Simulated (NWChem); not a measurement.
## Correlation energy of GeS

```xyz
2

Ge     0.0000     0.0000     0.6727
S      0.0000     0.0000    -1.3454
```
Charge 0, spin multiplicity 1.

The numbers come from NWChem runs, not from measurements. The geometry was optimised at PBE0/def2-SVP, a minimum by its harmonic frequencies.

Basis set: def2-TZVP. Each correlation energy counts from its own Hartree-Fock reference.

The Hamiltonian is non-relativistic. The correlated methods keep 14 core orbitals frozen. The structure started from a generated list of species. Coupled-cluster values serve here as a point of comparison, not as the truth.

```tsv
method	correlation energy (mHa)
MP2	-387.5
CR-CCSD(T)	[?]
CR-CCSD[T]	-417.0
SCS-MP2	[?]
CCSD(T)	[?]
CCSD+T(CCSD)	[?]
CCSD	-398.4
```

Question: Complete the blanks.

Answer: 
- CR-CCSD(T), correlation energy (mHa): -415.7
- SCS-MP2, correlation energy (mHa): -368.3
- CCSD(T), correlation energy (mHa): -421.0
- CCSD+T(CCSD), correlation energy (mHa): -422.8
